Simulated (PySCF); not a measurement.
Gas-phase reaction: 2 GaH₃.NH₃ + 3 GaH ⇌ 5 GaH₃ + N₂

Computed with PySCF (xtb for GFN2) and rigid-rotor harmonic-oscillator thermochemistry at 1 bar. † marks an energy on the PBE0/def2-TZVP geometry and frequencies; other levels use their own. 6-31G* has spherical d functions here. All species are closed-shell singlets. B3LYP is the form with VWN-RPA correlation. Ga: all electrons, no relativistic terms. Adducts (GaH₃.NH₃) have no counterpoise correction, and HF, PBE, BLYP, B3LYP and PBE0 lack dispersion. GaH₃.NH₃, GaH, GaH₃: computed as isolated molecules; such fragments, hydroxides, amides, oligomers or adducts are transient or little studied in the gas. The harmonic model lacks anharmonicity and excited electronic states, which grow with temperature; levels with a mode under 35 cm⁻¹ are left out. Soft modes under 120 cm⁻¹ make the harmonic entropy rough for GaH₃.NH₃.

ΔH° and ΔS° at 298 K: B3LYP/6-31G* 84 kJ, 117 J/K; GFN2-xTB 420 kJ, 115 J/K; HF/def2-TZVP† -27 kJ, 117 J/K; M06-2X/def2-TZVP† 74 kJ, 117 J/K; PBE0/def2-QZVP† 60 kJ, 117 J/K; PBE0/def2-SVP† 69 kJ, 117 J/K.

Q: With the heat capacities included, give log10 K (1 bar) at 1000, 1400, 1600, 2000, 2500 K from B3LYP/6-31G*, GFN2-xTB, HF/def2-TZVP†, M06-2X/def2-TZVP†, PBE0/def2-QZVP†, PBE0/def2-SVP†.

A: 
```json
[
 {"T (K)": "1000", "B3LYP/6-31G*": "1.6", "GFN2-xTB": "-16.0", "HF/def2-TZVP†": "7.4", "M06-2X/def2-TZVP†": "2.2", "PBE0/def2-QZVP†": "2.9", "PBE0/def2-SVP†": "2.4"},
 {"T (K)": "1400", "B3LYP/6-31G*": "2.9", "GFN2-xTB": "-9.7", "HF/def2-TZVP†": "7.0", "M06-2X/def2-TZVP†": "3.2", "PBE0/def2-QZVP†": "3.7", "PBE0/def2-SVP†": "3.4"},
 {"T (K)": "1600", "B3LYP/6-31G*": "3.2", "GFN2-xTB": "-7.8", "HF/def2-TZVP†": "6.8", "M06-2X/def2-TZVP†": "3.5", "PBE0/def2-QZVP†": "4.0", "PBE0/def2-SVP†": "3.7"},
 {"T (K)": "2000", "B3LYP/6-31G*": "3.8", "GFN2-xTB": "-5.0", "HF/def2-TZVP†": "6.6", "M06-2X/def2-TZVP†": "4.0", "PBE0/def2-QZVP†": "4.3", "PBE0/def2-SVP†": "4.1"},
 {"T (K)": "2500", "B3LYP/6-31G*": "4.1", "GFN2-xTB": "-2.9", "HF/def2-TZVP†": "6.4", "M06-2X/def2-TZVP†": "4.3", "PBE0/def2-QZVP†": "4.6", "PBE0/def2-SVP†": "4.4"}
]
```
